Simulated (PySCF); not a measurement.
SMILES N[SiH2]O[SiH2]O[SiH3] (H9NO2Si3), singlet, GFN2-xTB optimised geometry.

```
15

Si     0.27    -1.95    -0.98
O      1.13    -0.61    -0.74
Si     1.31     0.96    -0.37
O     -0.10     1.63     0.00
Si    -1.73     1.63     0.00
N     -2.26     0.94    -1.48
H     -0.84    -2.01    -0.03
H     -0.25    -1.91    -2.35
H      1.22    -3.04    -0.79
H      2.12     1.01     0.83
H      1.83     1.60    -1.57
H     -2.11     3.04     0.00
H     -2.12     0.92     1.22
H     -1.76     0.15    -1.86
H     -3.25     0.85    -1.66
```

Density from PBE0/def2-TZVP run with PySCF at that geometry.

Minimum of the electron density along straight lines between bonded atoms, close to the bond critical point (lines longer than 1.1 times the sum of covalent radii, or with two minima, are not listed):

```
bond     length / Å  ρ at the minimum / e bohr⁻³  ∇²ρ there / e bohr⁻⁵  position (fraction from the first atom)
-------  ----------  ---------------------------  --------------------  ---------------------------------------
Si1–O2        1.613                        0.142                  0.98                                     0.42
O2–Si3        1.623                        0.139                  0.92                                     0.59
Si3–O4        1.608                        0.145                  0.99                                     0.42
O4–Si5        1.625                        0.138                  0.93                                     0.59
Si5–N6        1.719                        0.135                   ___                                     0.40
Si1–H7        1.465                        0.126                  0.17                                     0.49
Si1–H8        1.468                        0.125                  0.18                                     0.49
Si1–H9        1.459                        0.128                  0.18                                     0.49
Si3–H10       1.455                        0.131                  0.18                                     0.49
Si3–H11       1.455                        0.131                  0.18                                     0.49
Si5–H12       1.459                        0.129                  0.17                                     0.49
Si5–H13       1.469                        0.127                  0.17                                     0.49
N6–H14        1.008                        0.336                 -1.65                                     0.74
N6–H15        1.006                        0.338                 -1.67                                     0.74
```

Question: Complete the blanks.

Answer: 
- Si5–N6, ∇²ρ there / e bohr⁻⁵: 0.56
